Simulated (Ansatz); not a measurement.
Born–Oppenheimer molecular dynamics of ClFGaH3 (6 atoms, charge 0, multiplicity 1). It starts at the highest image of a converged band, a first-order saddle point between two minima.

Method: RKS PBE0-D4/def2-mTZVP in Ansatz.

```yaml
ensemble: NVE (velocity Verlet)
time_step: 0.5 fs
steps_asked: 200
starting_velocities_drawn_for: 100 K
seed: 6713
```

Frames 0.5 fs apart, positions in Å, forces in eV/Å.

Velocities at 0.0 fs (Å/ps):

```
Ga -1.28 -1.17 0.34
Cl 1.37 1.18 -0.10
H 10.41 4.48 -9.67
H 11.07 4.42 7.32
H 12.41 3.43 3.36
F 0.34 1.44 -1.10
```

```xyz
6
Properties=species:S:1:pos:R:3:forces:R:3 time_fs=0.0 energy_less_start_eV=0.000 T=100
Ga -0.573 -0.544 -0.078 -0.01 0.00 0.02
Cl 1.160 1.123 -0.983 0.00 0.00 0.01
H 0.045 -1.934 -0.392 0.00 0.00 0.00
H -1.938 0.149 -0.337 0.00 0.00 -0.01
H 1.031 0.973 0.393 0.01 0.01 -0.02
F 0.275 0.233 1.397 0.00 -0.01 0.00
6
Properties=species:S:1:pos:R:3:forces:R:3 time_fs=0.5 energy_less_start_eV=0.000 T=99
Ga -0.574 -0.545 -0.078 0.08 -0.02 0.03
Cl 1.161 1.123 -0.983 0.00 0.00 0.04
H 0.051 -1.932 -0.397 -0.01 0.01 0.01
H -1.933 0.152 -0.333 -0.06 0.02 -0.02
H 1.037 0.975 0.395 0.00 0.00 -0.06
F 0.275 0.234 1.397 0.00 -0.02 0.00
6
Properties=species:S:1:pos:R:3:forces:R:3 time_fs=1.0 energy_less_start_eV=0.001 T=98
Ga -0.574 -0.546 -0.078 0.16 -0.04 0.04
Cl 1.162 1.124 -0.983 0.01 0.01 0.07
H 0.056 -1.929 -0.402 -0.02 0.02 0.01
H -1.927 0.154 -0.330 -0.13 0.04 -0.04
H 1.043 0.977 0.396 -0.02 -0.01 -0.09
F 0.275 0.235 1.396 0.00 -0.03 0.01
6
Properties=species:S:1:pos:R:3:forces:R:3 time_fs=1.5 energy_less_start_eV=0.003 T=95
Ga -0.575 -0.546 -0.078 0.25 -0.05 0.06
Cl 1.163 1.124 -0.983 0.02 0.01 0.09
H 0.061 -1.927 -0.407 -0.04 0.03 0.02
H -1.922 0.156 -0.326 -0.19 0.06 -0.05
H 1.049 0.978 0.397 -0.04 -0.01 -0.13
F 0.276 0.235 1.396 0.01 -0.04 0.01
6
Properties=species:S:1:pos:R:3:forces:R:3 time_fs=2.0 energy_less_start_eV=0.005 T=91
Ga -0.576 -0.547 -0.077 0.32 -0.06 0.07
Cl 1.163 1.125 -0.983 0.02 0.01 0.11
H 0.066 -1.925 -0.411 -0.05 0.04 0.03
H -1.918 0.159 -0.323 -0.25 0.08 -0.06
H 1.055 0.980 0.398 -0.05 -0.02 -0.16
F 0.276 0.236 1.395 0.01 -0.05 0.02
6
Properties=species:S:1:pos:R:3:forces:R:3 time_fs=2.5 energy_less_start_eV=0.007 T=87
Ga -0.576 -0.547 -0.077 0.39 -0.07 0.08
Cl 1.164 1.125 -0.983 0.03 0.02 0.12
H 0.071 -1.922 -0.416 -0.06 0.04 0.03
H -1.914 0.162 -0.320 -0.30 0.10 -0.07
H 1.061 0.982 0.399 -0.07 -0.02 -0.18
F 0.276 0.237 1.395 0.01 -0.06 0.02
6
Properties=species:S:1:pos:R:3:forces:R:3 time_fs=3.0 energy_less_start_eV=0.009 T=83
Ga -0.577 -0.548 -0.077 0.44 -0.07 0.09
Cl 1.165 1.126 -0.983 0.04 0.02 0.13
H 0.075 -1.920 -0.421 -0.07 0.05 0.04
H -1.910 0.165 -0.316 -0.33 0.10 -0.08
H 1.067 0.983 0.399 -0.08 -0.03 -0.20
F 0.276 0.237 1.394 0.00 -0.07 0.02
6
Properties=species:S:1:pos:R:3:forces:R:3 time_fs=3.5 energy_less_start_eV=0.010 T=80
Ga -0.577 -0.549 -0.077 0.48 -0.06 0.10
Cl 1.165 1.127 -0.983 0.05 0.02 0.13
H 0.080 -1.917 -0.425 -0.09 0.05 0.04
H -1.908 0.168 -0.314 -0.35 0.11 -0.08
H 1.073 0.985 0.399 -0.09 -0.03 -0.21
F 0.276 0.238 1.393 0.00 -0.09 0.03
6
Properties=species:S:1:pos:R:3:forces:R:3 time_fs=4.0 energy_less_start_eV=0.012 T=77
Ga -0.578 -0.549 -0.077 0.50 -0.05 0.11
Cl 1.166 1.127 -0.983 0.06 0.03 0.12
H 0.085 -1.914 -0.430 -0.09 0.05 0.04
H -1.906 0.171 -0.311 -0.36 0.10 -0.08
H 1.078 0.986 0.398 -0.10 -0.03 -0.22
F 0.276 0.239 1.393 0.00 -0.10 0.03
6
Properties=species:S:1:pos:R:3:forces:R:3 time_fs=4.5 energy_less_start_eV=0.013 T=75
Ga -0.578 -0.550 -0.076 0.51 -0.02 0.12
Cl 1.167 1.128 -0.983 0.07 0.04 0.11
H 0.089 -1.911 -0.434 -0.10 0.04 0.05
H -1.905 0.175 -0.308 -0.36 0.09 -0.09
H 1.083 0.988 0.397 -0.10 -0.03 -0.22
F 0.277 0.239 1.392 -0.01 -0.12 0.03
6
Properties=species:S:1:pos:R:3:forces:R:3 time_fs=5.0 energy_less_start_eV=0.014 T=73
Ga -0.579 -0.550 -0.076 0.51 0.01 0.13
Cl 1.167 1.128 -0.983 0.07 0.04 0.09
H 0.092 -1.908 -0.438 -0.11 0.04 0.05
H -1.905 0.179 -0.306 -0.34 0.07 -0.08
H 1.088 0.989 0.395 -0.11 -0.03 -0.21
F 0.277 0.240 1.392 -0.02 -0.13 0.03
6
Properties=species:S:1:pos:R:3:forces:R:3 time_fs=5.5 energy_less_start_eV=0.014 T=72
Ga -0.580 -0.551 -0.076 0.49 0.06 0.14
Cl 1.168 1.129 -0.983 0.08 0.05 0.06
H 0.096 -1.905 -0.443 -0.11 0.03 0.05
H -1.906 0.183 -0.304 -0.31 0.05 -0.08
H 1.093 0.990 0.393 -0.11 -0.03 -0.19
F 0.277 0.241 1.391 -0.03 -0.15 0.03
```

Of the whole run (100 fs, mean temperature of the second half 86 K): The conserved energy stayed within 0.014 meV per atom of its start (net change 0.006 meV per atom), so the integration is sound. A run of 0.1 ps of so small a system gives no equilibrium averages. The orbitals stay closed-shell, which can raise the energy where a bond breaks towards radicals; this wasn't checked here.

The run took 5.6 min on 2 threads of Arm Neoverse V1, with other jobs on the host, peak memory 0.17 GiB.
